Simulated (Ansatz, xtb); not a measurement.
## A geometry optimisation of CHBBrF with r2SCAN-D4/def2-SVP

The starting geometry of this gas-phase singlet was built from a drawn formula by distance geometry and a force field; its bonds are those of `[B][C@H](F)Br`.

```yaml
atoms:
  - { symbol: C, position_ang: [0.7202, 1.0791, 0.5507] }
  - { symbol: B, position_ang: [1.5368, -0.2783, 0.2838] }
  - { symbol: Br, position_ang: [1.8655, 2.3489, 1.4807] }
  - { symbol: F, position_ang: [0.2835, 1.6044, -0.5948] }
  - { symbol: H, position_ang: [-0.1477, 0.8183, 1.2556] }
```

Task: Predict what becomes of its bonds when it is optimised with r2SCAN-D4/def2-SVP.

Result: It rearranges to `FC=BBr`. Distances that change by over a tenth: C1–B2 (1.61 → 1.41 Å). Contacts that open: C1–Br3 (1.95 → 3.24 Å). Contacts that close: B2–Br3 (2.91 → 1.83 Å).

The energy falls by 2.77 eV over 22 steps:

```csv
step,E − E(last) (eV)
1,2.771
3,2.526
6,2.399
8,1.959
10,0.897
13,0.030
15,0.002
17,0.000
20,0.000
22,0.000
```

Final geometry (Å):

```yaml
atoms:
  - { symbol: C, position_ang: [0.2523, 0.9942, 0.3495] }
  - { symbol: B, position_ang: [1.5346, 1.2517, 0.8741] }
  - { symbol: Br, position_ang: [3.1528, 1.5360, 1.6871] }
  - { symbol: F, position_ang: [-0.1433, 1.2160, -0.9226] }
  - { symbol: H, position_ang: [-0.5381, 0.5744, 0.9880] }
```

From the same start GFN2-xTB reaches the same bonding as this run.

No frequencies were run, so the end isn't proven a minimum. Run with Ansatz 0.2.0, 110 s on 1 thread of Intel(R) Xeon(R) Processor @ 2.50GHz (Skylake/Cascade Lake), on a shared host.
